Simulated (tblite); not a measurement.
C2H5ClF2Si.
Geometry (GFN2-xTB, Å), atoms numbered from 1 in this order:
```xyz
11
C2H5ClF2Si angstrom
F     -1.470   -1.203    1.088
C     -1.536   -0.365   -0.009
Si    -0.079    0.877    0.077
C      1.502   -0.232    0.030
F      2.630    0.509    0.234
Cl     1.610   -0.970   -1.596
H     -1.509   -1.008   -0.892
H     -2.511    0.124    0.037
H     -0.081    1.736   -1.102
H     -0.083    1.587    1.355
H      1.533   -1.052    0.753
```

All values are computed: GFN2-xTB (tblite) harmonic vibrations without scaling, gas phase. Against measured fundamentals such values can be off by several per cent, at times by over 20. Modes of hydrogen on silicon can be 10 to 20 % off. One conformer, not necessarily the lowest.

Harmonic wavenumbers (cm⁻¹): 40.8, 54.0, 107.1, 177.3, 243.6, 292.9, 364.4, 477.1, 539.3, 633.3, 653.7, 716.2, 729.9, 751.4, 777.9, 1023.2, 1027.8, 1134.9, 1193.1, 1251.5, 1269.2, 1434.1, 2291.5, 2317.9, 2926.1, 2955.3, 2972.2.

A = 3083, B = 1351, C = 1141 MHz; mass 129.982 u (most abundant isotopes); point group C1, symmetry number 1.

**Question.** What is the zero-point energy?

**Answer.** ½Σν̃ = 14178 cm⁻¹ = 40.54 kcal/mol.

**Question.** Entropy at 400 K, 1 bar (ideal gas, RRHO, classical rotation)?

**Answer.** Translation 41.99, rotation 29.48, vibration 30.51: S = 102.0 cal/(mol K).

**Question.** And Cp and H(400 K) − H(0)?

**Answer.** Cp = 35.15 cal/(mol K), of which vibrations give 27.20 (their classical limit is 27 R = 53.7); H(400 K) − H(0) = 9.14 kcal/mol without the zero-point energy, 5.96 from vibrations.

**Question.** Blend soft modes into free rotors: weight 1/[1 + (100 cm⁻¹/ν̃)⁴] for the oscillator and the rest for a rotor with moment μB/(μ + B), μ = h/(8π²ν), B = 10⁻⁴⁴ kg m². What vibrational entropy results?

**Answer.** 27.04 cal/(mol K) in place of 30.51, which changes −T·S at 400 K by +1.39 kcal/mol.

**Question.** What must be added to the electronic energy to get the Gibbs energy at 400 K and 1 bar?

**Answer.** ZPE + [H(400 K) − H(0)] − T·S = 40.54 + 9.14 − 40.79 = 8.89 kcal/mol.

**Question.** Which modes carry the vibrational entropy at 400 K?

**Answer.** 40.8 cm⁻¹: 5.80; 54.0 cm⁻¹: 5.25; 107.1 cm⁻¹: 3.90; 177.3 cm⁻¹: 2.91; 243.6 cm⁻¹: 2.31; 292.9 cm⁻¹: 1.97 cal/(mol K); the other 21 give 8.37 together.

**Question.** How do the functions run with temperature in this model?

**Answer.** 
```json
{"T (K)": "150", "S (cal/(mol K))": "75.8", "Cp (cal/(mol K))": "19.8", "H − H(0) (kcal/mol)": "2.15", "G − H(0) (kcal/mol)": "-9.22", "ln q(vib)": "2.90"}
{"T (K)": "250", "S (cal/(mol K))": "87.5", "Cp (cal/(mol K))": "26.6", "H − H(0) (kcal/mol)": "4.47", "G − H(0) (kcal/mol)": "-17.41", "ln q(vib)": "4.95"}
{"T (K)": "298.15", "S (cal/(mol K))": "92.5", "Cp (cal/(mol K))": "29.7", "H − H(0) (kcal/mol)": "5.83", "G − H(0) (kcal/mol)": "-21.74", "ln q(vib)": "5.91"}
{"T (K)": "600", "S (cal/(mol K))": "117.8", "Cp (cal/(mol K))": "42.6", "H − H(0) (kcal/mol)": "16.97", "G − H(0) (kcal/mol)": "-53.68", "ln q(vib)": "11.44"}
{"T (K)": "900", "S (cal/(mol K))": "136.4", "Cp (cal/(mol K))": "49.2", "H − H(0) (kcal/mol)": "30.83", "G − H(0) (kcal/mol)": "-91.93", "ln q(vib)": "16.19"}
```

q(vib) and H(0) count from the zero-point level.

Hindered rotation and anharmonicity are outside this model. Other conformers, if any are populated, would add a mixing term that is left out. The structure is chiral; the term R ln 2 for an equal mix with its mirror image is left out.
